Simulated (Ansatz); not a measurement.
Molecule: CaO, net charge 0, singlet state. 
Geometry from a B3LYP-D3(BJ)/def2-TZVP (Ansatz, a program for electronic structure) optimisation:
```xyz
2

Ca     0.0000     0.0000    -0.5211
O      0.0000     0.0000     1.3028
```
Charge 0, spin multiplicity 1.

Basis-set convergence of Hartree-Fock and CCSD(T) correlation energies (hartree) with Ansatz. Correlated levels leave the core frozen unless marked. Spin-orbit coupling is left out. The frozen core is the preceding noble-gas configuration, with the filled d and f shells of earlier blocks. The outer core of K, Ca and their heavier congeners is not correlated, a term that matters for these elements. No relativistic terms.

The T1 diagnostic of CCSD in the largest basis is 0.037, which is high, so the coupled-cluster rows are less sure than usual.

```
basis        functions       E(HF)  E(corr, CCSD(T))
-----------  ---------  ----------  ----------------
def2-SVPD           50  -751.40086          -0.25696
def2-TZVPPD         76  -751.57223          -0.30524
def2-QZVPPD        136  -751.59482          -0.32510
```

Extrapolating the two largest sets (X = 3 and 4) as X^-3: E(corr) = (64·(-0.32510) - 27·(-0.30524))/37 = -0.3396 Eh, an estimate of the basis-set limit. The largest set recovers 95.7 % of it, the smallest 75.7 %.
